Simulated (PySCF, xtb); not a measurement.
CHO2, SMILES [O][C]O (connectivity only; charge and spin as stated), neutral, multiplicity 2. One conformer was computed; it need not be the lowest.

Harmonic wavenumbers (cm⁻¹) from GFN2-xTB run with xtb at its own minimum, in rising order: 517, 550, 1117, 1210, 1885, 3449.

**Question.** What does B3LYP-D3(BJ)/def2-TZVP run with PySCF give at its own minimum? (Estimate from the structure and the level; the computed values follow.)

**Answer.** 545, 622, 1084, 1237, 1902, 3774. Paired by order, the mean absolute difference is 84 cm⁻¹ and the zero-point energies are 12.5 and 13.1 kcal/mol.
